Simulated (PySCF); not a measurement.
ScCl3, SMILES [Cl][Sc]([Cl])[Cl].

Coordinates come from a B3LYP-D3(BJ)/def2-SVP optimisation. The isomer is the one that the SMILES or the coordinates give; other isomers of the formula were not compared.

These are TDDFT-B3LYP/def2-SVPD (PySCF 2.14.0) values and carry that method's errors.

Vertical excitations; the highest root listed may be one member of a degenerate set. Gas-phase values at a fixed geometry. State labels are in the subgroup C2v.

```tsv
state	symmetry	energy (eV)	λ (nm)	f	main pairs
S1	B1	4.14	300	0.000	HOMO→LUMO 100 %
S2	B1	4.60	269	0.003	HOMO−2→LUMO (degenerate set)
S3	A1	4.60	269	0.003	HOMO−3→LUMO (degenerate set)
S4	B2	4.61	269	0.026	HOMO−1→LUMO 99 %
S5	A2	4.61	269	0.000	HOMO−5→LUMO (degenerate set)
S6	B2	4.61	269	0.000	HOMO−4→LUMO (degenerate set)
S7	A2	4.73	262	0.000	HOMO→LUMO+2 (degenerate set)
S8	B2	4.73	262	0.000	HOMO→LUMO+1 (degenerate set)
S9	B1	5.13	242	0.002	HOMO−7→LUMO (degenerate set)
S10	A1	5.13	242	0.002	HOMO−6→LUMO (degenerate set)
T1	B1	4.13	300	0	HOMO→LUMO 100 %
T2	B2	4.51	275	0	HOMO−1→LUMO 100 %
T3	A2	4.52	274	0	HOMO−5→LUMO (degenerate set)
T4	B2	4.52	274	0	HOMO−4→LUMO (degenerate set)
```
Triplets are in the Tamm–Dancoff approximation, which puts them higher than full response would, so one can lie above its singlet here.
